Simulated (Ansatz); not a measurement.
Consider the redistribution: `[NH2][Al]([NH2])[F]` + `[Br][AlH][Br]` → `[NH2][Al]([F])[Br]` + `[NH2][AlH][Br]`.

Computed with Ansatz on PBE0-D4/def2-TZVP structures; ΔE is electronic, products minus reactants. CCSD(T)/CBS is the MP2 limit (def2-TZVPP, def2-QZVPP) plus CCSD(T) − MP2 in def2-TZVPP, frozen cores. This one scheme is used for every species. Functionals use def2-TZVPP. For Br outer-core shells are correlated without core-valence functions, which leaves a few kJ/mol of doubt a bond. Scalar relativity is left out up to krypton. Each species was taken in one conformer, which may not be the lowest.

| level | ΔE (eV) |
| --- | --- |
| LDA (SPW92) | -0.13 |
| revPBE-D4 | -0.12 |

(1) What does CCSD(T)/CBS give? (An estimate is asked.)

Largest T1 diagnostic among the species: 0.010.

Answers

(1) Computed: -0.10 eV. The listed levels differ from it by -0.03, -0.02 eV.

Leaving LDA and LC-ωPBE aside and taking each functional with its dispersion term where it has one, the values, not all of them listed here, spread over 0.04 eV, from B97M-V to HSE06-D4. At CCSD(T), def2-SVP lies −0.05 eV from the extrapolated value and def2-TZVPP −0.02 eV.
